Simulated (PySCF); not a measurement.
# C⁺ (carbon, charge +1) across methods

[He] 2s1 2p1 3d1, one real determinant (an excited configuration). Computed with PySCF 2.14 in aug-cc-pVTZ with one added diffuse shell each of s, p, d, f type (6s5p4d3f, 62 functions), with no relativity, point nucleus.

```tsv
method	E (hartree)	mean ε 2s α (eV)	mean ε 2p α (eV)	mean ε 3d α (eV)	Σ⟨r²⟩ (bohr²)	⟨S²⟩
BLYP	-36.5648	-34.343	-26.405	-5.114	28.72	3.750
UHF	-36.46908	-43.124	-35.010	-6.358	32.69	3.750
wB97M-V	-36.5546	-38.845	-30.590	-6.469	28.90	3.750
PBE	-36.5193	-34.587	-26.542	-5.241	28.14	3.750
r2SCAN	-36.5526	-35.302	-27.310	-5.117	29.01	3.750
PBE0	-36.5246	-36.800	-28.721	-5.595	29.03	3.750
B3LYP	-36.5669	-36.268	-28.290	-5.510	29.21	3.750
TPSSh	-36.5752	-35.711	-27.684	-5.304	28.46	3.750
LDA	-36.1801	-34.435	-26.274	-5.096	28.36	3.750
```

⟨L²⟩ = 8.00 against 12 for a pure F term, so this real determinant mixes terms. The outer electron is Rydberg-like, and this basis confines it to a smaller radius and binds it less than a complete one would.
